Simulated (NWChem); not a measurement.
Species: hexanethiol (C₆H₁₄S); SMILES CCCCCCS

```xyz
21

C     -0.4820     4.3277     0.0000
C      0.4254     3.0929     0.0000
C     -0.3536     1.7710     0.0000
C      0.5489     0.5298     0.0000
C     -0.2384    -0.7887     0.0000
C      0.6787    -2.0140     0.0000
S     -0.3418    -3.5553     0.0000
H     -1.1305     4.3431    -0.8848
H      0.1033     5.2543     0.0000
H     -1.1305     4.3431     0.8848
H      1.0859     3.1238    -0.8783
H      1.0859     3.1238     0.8783
H     -1.0147     1.7396    -0.8788
H     -1.0147     1.7396     0.8788
H      1.2089     0.5606    -0.8794
H      1.2089     0.5606     0.8794
H     -0.8940    -0.8254    -0.8804
H     -0.8940    -0.8254     0.8804
H      1.3192    -2.0103     0.8878
H      1.3192    -2.0103    -0.8878
H      0.6856    -4.4318     0.0000
```
Atoms are numbered in this order, from 1.

Computed with NWChem. Pople sets run with spherical d functions. All runs use the structure optimised with B3LYP/6-31G* (spherical d). Not confirmed as a minimum by frequencies. B3LYP is NWChem's, with the RPA form of VWN correlation. Vzz is the largest principal value of the second derivative of the potential at the nucleus (NWChem prints the opposite sign); η is the asymmetry. Non-relativistic.

```json
[
 {"level": "B3LYP/6-31G*", "Vzz S7 (a.u.)": "-2.758", "η S7": "0.58"},
 {"level": "B3LYP/def2-SVP", "Vzz S7 (a.u.)": "?", "η S7": "0.55"},
 {"level": "PBE/6-31G*", "Vzz S7 (a.u.)": "-2.723", "η S7": "0.57"}
]
```

### Question
Complete the blanks.

### Answer

- B3LYP/def2-SVP, Vzz S7 (a.u.): -2.821
